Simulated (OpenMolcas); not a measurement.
Tl III: CASPT2 settings compared

```
Program             : OpenMolcas
Basis               : ANO-R1 [7s6p4d2f]
Scalar Hamiltonian  : X2C, finite nucleus
Active space        : 1 electron in 4 orbitals (6s 6p)
State averaging     : 2S+1 = 2 even, 1 root; 2S+1 = 2 odd, 3 roots
Spin-orbit coupling : state interaction with AMFI integrals over the reference wave functions, term energies averaged over their components
```

Methods on the same reference wave functions:
A. CASSCF
B. SS-CASPT2, IPEA 0.1 Eh, real shift 0.05 Eh (closed shells correlated: 5d)
C. SS-CASPT2, IPEA 0 Eh, sigma1 regulariser 0.1 Eh (closed shells correlated: 5d)
D. XMS-CASPT2, IPEA 0.4 Eh, real shift 0.2 Eh (closed shells correlated: 5d)

Energies in cm⁻¹ above 6s ²S_1/2, the measured ground level; measured values from Moore, Atomic Energy Levels, vol. III, NSRDS-NBS 35 (1971 reprint of NBS Circular 467, 1958).

```
     Level      A      B      C      D  Measured
 6s ²S_1/2    0.0    0.0    0.0    0.0       0.0
6p ²P°_1/2  65393  68862  68861  68362     64157
6p ²P°_3/2  78920  82389  82389  81889     78970
```

Deviations, from unrounded energies. A percentage is the sum of absolute deviations over the sum of measured energies, with the sign that they share, or ± where signs differ.

```
           Against measurement  Levels     A     B     C     D
mean absolute deviation (cm-1)       2   640  4100  4100  3600
      other configurations (%)       2  ±0.9  +5.7  +5.7  +5.0
```

A lies closest to measurement on these levels and B furthest from it. The largest miss of A in the table is 6p ²P°_1/2, by +1200 cm-1. The ranking rests on the paired levels alone, and a cruder setting can come out closer through cancelling errors.

Among B to D the level of the table that moves most is 6p ²P°_1/2, by 500 cm-1 (lowest in D, highest in B).

The lowest spin-free term lies below A's lowest term by 0.282 hartree in B, 0.283 hartree in C, 0.279 hartree in D.

Spin-orbit splittings of 6p shells tend to come out small when the coupling is added on scalar orbitals. With one active electron the reference holds no correlation, so core polarisation is missing (holds for A). With one active electron, CASPT2 adds the correlation within the correlated inactive shells and between them and that electron, and leaves the splitting within a term as the reference gives it (holds for B; C; D). Computed and measured levels are paired by configuration, term and J; levels that our copy of the source lacks, or whose pairing is in doubt (as where it misses far off the trend of its configuration), stay unpaired and out of the deviations. Levels of configurations outside the active space are missing.

° marks odd parity.
